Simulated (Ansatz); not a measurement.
**InH3Cl− ([InClH3]-): the energy, rung by rung**

InH3Cl−: 5 atoms, total charge -1, spin state singlet. SMILES: `[H][In-]([H])([H])[Cl]`. The shape comes from GFN2-xTB, which is rough for such elements, and wasn't checked as a minimum.

```xyz
5

In   -0.0022    0.0006   -0.1757
Cl    0.0128   -0.0204    2.1636
H     1.6208    0.0134   -0.6709
H    -0.8181    1.4110   -0.6459
H    -0.8134   -1.4046   -0.6711
```

Quantity: the energy change with the In1–Cl2 bond stretched from 2.339 to 3.509 Å, in eV. The values are calculated.

```csv
level,kind,program,value (eV),less FCI/STO-3G,CPU time (all runs)
HF/STO-3G (restricted),Hartree–Fock,Ansatz,2.39,+0.02,1.2 s
PBE/STO-3G (restricted),GGA,Ansatz,2.05,-0.32,4.4 s
B3LYP/STO-3G (restricted),global hybrid,Ansatz,2.16,-0.21,4.6 s
r2SCAN0/STO-3G (restricted),hybrid meta-GGA,Ansatz,2.35,-0.02,9.9 s
CAM-B3LYP/STO-3G (restricted),range-separated hybrid,Ansatz,2.39,+0.02,5.2 s
B2PLYP/STO-3G (restricted),double hybrid,Ansatz,2.31,-0.06,6.5 s
CCSD(T)/STO-3G (restricted),coupled cluster or CI,Ansatz,2.37,0.00,1.5 s
CCSDT/STO-3G (restricted),coupled cluster or CI,Ansatz,2.37,0.00,2 s
FCI/STO-3G,exact in the basis,Ansatz,2.37,0.00,19 s
```

FCI/STO-3G is exact within its basis and frozen core, so for wave-function methods in that basis the difference is their error; functionals converge differently with the basis, so for them it is only a difference. All-electron rows without a relativistic Hamiltonian named are non-relativistic. Sets without diffuse functions describe the anion poorly. The first shape isn't each level's own minimum. The values span 2.05 to 2.39 eV. All rows use very small basis sets, so none should be taken for the real molecule's value. In the correlated wave-function rows the outer d shell of In is correlated, in sets not made for it. Times are those of the runs behind each value, whatever else they computed, on shared processors of several kinds: orders of magnitude only.
